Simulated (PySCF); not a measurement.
Computed shifts of a molecule CH6ClFSi3, PBE/pcSseg-1 in PySCF, GIAO, gas phase, atoms alike by connectivity averaged where their shifts nearly agree, in ppm (number of nuclei): ¹⁹F: -162.6 (1). ²⁹Si: 48.7 (1), -65.6 (1), -76.5 (1). ¹³C: 23.2 (1). ¹H: 4.90 (1), 4.86 (1), 4.77 (1), 4.73 (1), 2.08 (1), 1.57 (1). References: ¹⁹F against CFCl3 (σ = 133.6 ppm); ²⁹Si against TMS (σ = 335.4 ppm); ³⁵Cl against HCl (σ = 936.5 ppm); ¹³C against TMS (σ = 182.0 ppm); ¹H against TMS (σ = 31.49 ppm), references at their B3LYP-D3(BJ)/def2-TZVP geometries, non-relativistic (without spin–orbit terms, shifts of atoms bonded to Cl or Br come out too high). The structure is a stationary point at PBE-D3(BJ)/def2-SVP. One conformer was computed; it need not be the lowest.

Which structure fits?
A) F[Si]1(Cl)[SiH2]C[SiH2]1
B) F[C@H]1[SiH2][Si@@H](Cl)[SiH2]1
C) F[Si@]1(Cl)C[SiH2][SiH2]1
D) F[Si@@H]1[SiH2]C[Si@H]1Cl

C, F[Si@]1(Cl)C[SiH2][SiH2]1
